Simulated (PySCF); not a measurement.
Species: C2H11AsB2.
Bonds: C1–B2, B2–C3, B2–B4, B4–As5. Hydrogens: H6, H7, H8 on C1; H9, H10, H11 on C3; H12, H13 on B4; H14, H15, H16 on As5.

A GFN2-xTB structure was refined with PBE0-D3(BJ)/def2-SVP geometry optimisation, gas phase in PySCF 2.14.0. Its GFN2-xTB values:

| coordinate | GFN2-xTB |
| --- | --- |
| C1–B2 | 1.559 Å |
| C1–H6 | 1.071 Å |
| C1–H7 | 1.112 Å |
| B2–B4 | 1.707 Å |
| B4–As5 | 2.105 Å |
| B4–H12 | 1.182 Å |
| As5–H14 | 1.502 Å |
| C1–B2–C3 | 116.3° |
| C1–B2–B4 | 123.3° |
| B2–B4–As5 | 110.4° |
| C3–B2–B4 | 120.3° |
| C1–B2–B4–As5 | -177° |

Problem. How do these coordinates change at the PBE0-D3(BJ)/def2-SVP level?

Solution. 
```csv
coordinate,PBE0-D3(BJ)/def2-SVP (Å or °),change
B4–As5,2.045,-0.060
B4–H12,1.226,+0.044
C1–H6,1.109,+0.038
C1–B2,1.578,+0.019
As5–H14,1.511,+0.009
C1–H7,1.104,-0.008
B2–B4,1.708,+0.001
C1–B2–B4,117.1,-6.2
C3–B2–B4,126.0,+5.7
B2–B4–As5,111.0,+0.6
C1–B2–C3,116.8,+0.5
C1–B2–B4–As5,-174,+3
```

The energy falls by 0.228 eV over 11 energy and gradient evaluations, the largest force component goes from 0.0274 to 3.2e-04 Eh/bohr, and the atoms move by 0.192 Å rms after alignment. The bond that changes most is B4–As5 (ends: four-coordinate boron; arsenic bonded to B and 3 H), which shortens by 0.060 Å. Bonds longer at the end by more than 0.005 Å: 8 of 15; shorter: 3. Among the dihedrals that turn most is C1–B2–C3–H9, from -114° to -97°. Rotational constants go from 6757, 1260, 1096 to 6374, 1274, 1099 MHz.

The run used 143 basis functions and 64 SCF cycles in all. Hardware: one thread of an Arm Neoverse V2, shared host. Cost: 87 s wall, 0.63 GiB resident at most.

Not checked by PBE0-D3(BJ)/def2-SVP frequencies. One conformer, not necessarily the lowest.
